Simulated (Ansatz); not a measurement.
System: difluoro(trifluoromethyl)borane, CBF$_{5}$, net charge 0, singlet state. 
Coordinates optimised at B3LYP-D3(BJ)/def2-TZVP (Ansatz, a quantum-chemistry and plane-wave program):
```xyz
7

F      1.4935     1.2882     0.0821
B      0.9760     0.0872     0.0174
F      1.7525    -0.9653    -0.0240
C     -0.6312    -0.0743    -0.0114
F     -1.1860     0.4743     1.0930
F     -1.0272    -1.3575    -0.0685
F     -1.1543     0.5613    -1.0845
```

Basis-set convergence of Hartree-Fock and CCSD correlation energies (hartree) with Ansatz. Valence correlation only, unless marked. No spin-orbit coupling. No relativistic terms.

```csv
basis,functions,E(HF),"E(corr, CCSD)"
cc-pVDZ,98,-559.89875,-1.14597
cc-pVTZ,210,-560.09587,-1.49337
cc-pVQZ,385,-560.14030,-1.61800
```

Extrapolating the two largest sets (X = 3 and 4) as X^-3: E(corr) = (64·(-1.61800) - 27·(-1.49337))/37 = -1.7089 Eh, an estimate of the basis-set limit. The largest set recovers 94.7 % of it, the smallest 67.1 %.
